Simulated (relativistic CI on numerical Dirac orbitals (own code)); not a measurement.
A reference radial Dirac CI calculation of Ga IX gave the lowest total energy -1918.47967 Ha in 21 SCF steps, from this input:

```
atom Ga  Z=31  charge=8  electrons=23
nucleus A=69  rms_radius_fm=3.9973
hamiltonian dirac-coulomb  breit=on  qed=on  c_scale=1
orbitals kli  potential=per-configuration
slater_scale 1
correlation none
mixing on
grid step=0.0125 r_max=11.4
scf mixing=0.4 start=green max_iterations=150 tolerance=2e-08 node_fill=0.05
configurations
  [Ar] 3d5
  [Ne] 3s2 3p5 3d6
end
```

One setting was then changed (and the iteration limit cut to 51), and the output read:

```
SCF 1: [Ar] 3d5
 iter      energy (Ha)   residual   last orbital (Ha)
    1     -1894.598781   3.32e+00    -15.05689
    2     -1915.180645   1.59e+00    -10.36152
    3     -1918.851341   1.35e-01     -7.10835
    4     -1919.320426   8.51e-02     -7.39712
    5     -1919.240511   1.29e-02     -7.23054
    6     -1919.228528   3.86e-03     -7.20706
    7     -1919.224218   1.73e-04     -7.19694
    8     -1919.224022   4.23e-06     -7.19644
    9     -1919.224038   3.83e-06     -7.19646
   10     -1919.224032   3.37e-07     -7.19644
   11     -1919.224032   5.99e-09     -7.19645
SCF 2: [Ne] 3s2 3p5 3d6
 iter      energy (Ha)   residual   last orbital (Ha)
    1     -1890.483701   3.33e+00    -15.05689
    2     -1911.864942   1.58e+00    -10.32270
    3     -1915.597166   1.40e-01     -7.10508
    4     -1916.098578   9.22e-02     -7.41217
    5     -1916.018061   1.55e-02     -7.23967
    6     -1916.002780   4.39e-03     -7.21148
    7     -1915.998644   9.23e-04     -7.20209
    8     -1915.997630   1.83e-05     -7.19961
    9     -1915.997643   3.09e-06     -7.19959
   10     -1915.997641   2.13e-06     -7.19959
   11     -1915.997639   2.99e-09     -7.19959
orbital energies (Ha): 2s -52.6822  2p1/2 -47.1353  2p3/2 -46.1508  3s -12.0745  3p1/2 -10.2998  3p3/2 -10.1537  3d3/2 -7.2188  3d5/2 -7.1964
configuration averages (Ha): Dirac-Coulomb, Breit, QED
  3p6 3d5                      -1919.224032    0.835033    0.570651
  3p5 3d6                      -1915.997639    0.830133    0.570645
levels: no., configuration, term, J, E (cm-1), weight
   1 3p6 3d5                6S   5/2              0.0  1.00
   2 3p6 3d5                4G   5/2          57526.6  0.98
   3 3p6 3d5                4G   11/2         57555.8  0.99
   4 3p6 3d5                4G   7/2          57727.8  0.99
   5 3p6 3d5                4G   9/2          57787.6  1.00
   6 3p6 3d5                4P   5/2          65285.5  0.77
   7 3p6 3d5                4P   3/2          66000.5  0.81
   8 3p6 3d5                4P   1/2          66827.0  0.92
   9 3p6 3d5                4D   7/2          71598.6  0.98
  10 3p6 3d5                4D   1/2          72643.3  0.92
  11 3p6 3d5                4D   5/2          73184.1  0.79
  12 3p6 3d5                4D   3/2          73199.8  0.81
  13 3p6 3d5                2I   11/2         81976.6  0.97
  14 3p6 3d5                2I   13/2         82417.5  1.00
lowest total energy -1918.264731 Ha
end: converged
```

(1) Which setting was changed?
A. SCF mixing
B. charge
C. QED terms
D. node fill of the KLI weights

Answers

(1) D. The node fill of the KLI weights 5. This setting is bad on purpose; its numbers may not be properties of the ion.
